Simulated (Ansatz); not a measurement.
The first iterations of a band of ClF$_{2}$HSi (5 atoms, charge 0, multiplicity 1).

Level of theory: RKS PBE0-D4/6-31G* (Ansatz).

```yaml
movable_images: 5
climbing_image: yes
spring: 5.0 eV/Å²
optimiser: quadratic models (default)
start_path: through a guess of the saddle point
force_threshold: 0.03 eV/Å
iteration_limit: 60
end_points: relaxed
```

Initial state:

```xyz
5
Properties=species:S:1:pos:R:3
Si 0.196 0.000 0.256
H -0.077 0.000 1.700
Cl 2.195 0.000 -0.091
F -0.442 1.285 -0.427
F -0.442 -1.285 -0.427
```

Final state:

```xyz
5
Properties=species:S:1:pos:R:3
Si -1.031 0.000 -0.133
H 1.725 0.000 2.286
Cl 2.018 0.000 1.035
F -0.641 1.240 -1.088
F -0.641 -1.240 -1.088
```

| iteration | highest image above the first end (eV) | largest band force component (eV/Å) |
| --- | --- | --- |
| 1 | 4.834 | 7.815 |
| 2 | 3.693 | 4.863 |
| 3 | 3.437 | 2.676 |
| 4 | 3.457 | 1.253 |
| 5 | 3.594 | 5.529 |
| 6 | 3.218 | 0.688 |

Problem. Does the band converge within its limit, and where does its top end?

Solution. The run converged. It ended after 19 iterations with the highest image 3.338 eV above the first end. Neighbouring images differ by up to 1.7 eV, so the band resolves the path poorly. A vibrational analysis at the climbing image gives one clearly imaginary mode, 983i cm⁻¹: a first-order saddle point. The orbitals stay closed-shell, which can raise the energy where a bond breaks towards radicals; this wasn't checked here.

The run took 4.1 min on 1 thread of Arm Neoverse V1 (shared host), peak memory 0.13 GiB.
